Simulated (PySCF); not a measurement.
**Two-component Hartree-Fock for Re⁴⁺ (rhenium, charge +4)**

Start: [Xe] 4f14 5d3; 5d3/2 filled at m_j = -1/2, +1/2, +3/2. Calculated with PySCF 2.14 in x2c-QZVPPall-2c (16s16p12d7f2g, 191 functions): generalised Hartree-Fock with the X2C-1e Hamiltonian and a Gaussian nucleus; one run each with spin-orbit coupling (SO) switched off, then screened by Boettger's factors.

```csv
spinor shell,electrons,"ε, spin-free (eV)","ε, screened SO (eV)",weight of nominal j (screened SO),"rms radius, screened SO (bohr)"
1s1/2,2,-72114.0,-72091.0,1.000,0.0204
2s1/2,2,-12684.7,-12677.3,1.000,0.0824
2p1/2,2,-11080.5,-12111.1,1.000,0.0700
2p3/2,4,-11080.5,-10665.3,1.000,0.0775
3s1/2,2,-3034.9,-3032.5,1.000,0.210
3p1/2,2,-2553.7,-2780.1,1.000,0.202
3p3/2,4,-2553.7,-2460.8,1.000,0.217
3d3/2,4,-2001.8,-2042.0,1.000,0.192
3d5/2,6,-2001.8,-1972.9,1.000,0.196
4s1/2,2,-702.27,-701.36,1.000,0.468
4p1/2,2,-541.63,-594.94,1.000,0.476
4p3/2,4,-541.63,-519.38,1.000,0.509
4d3/2,4,-335.94,-344.29,0.999,0.531
4d5/2,6,-335.94,-329.51,1.000,0.543
5s1/2,2,-144.95,-144.64,1.000,1.11
5p1/2,2,-100.70,-111.05,0.955,1.21
4f5/2,6,-105.38,-106.56,0.993,0.632
4f7/2,8,-105.38,-103.62,0.995,0.636
5p3/2,4,-100.70,-96.005,0.978,1.29
5d3/2,3,-53.524,-53.650,0.780,1.68
```

```
   quantity     spin-free   screened SO
E (hartree)  -16676.87520  -16697.77405
        M_J           3/2           3/2
       ⟨J²⟩         6.758         5.437
       ⟨L²⟩        12.006        11.578
       ⟨S²⟩         3.753         3.582
```

The determinant has a definite M_J but mixes levels of different J.

Each row is a mean over spinors that exchange with the open shell spreads, by up to 3.658 eV (5s1/2).

Rows whose weight is well below 1 are mixtures of j = l ± 1/2: exchange outweighs spin-orbit coupling there, and the label is only the starting occupation.

Breit and QED terms are absent; they matter most for the inner s and p1/2 levels.

Densities and radii are taken from the X2C orbitals without a picture-change correction, which distorts them close to the nucleus.

Without spin-orbit coupling the j labels of p, d and f shells carry no meaning; the spin-free column gives the mean over the occupied spinors of each nl shell, and its ⟨J²⟩ belongs to a mixture of degenerate components.
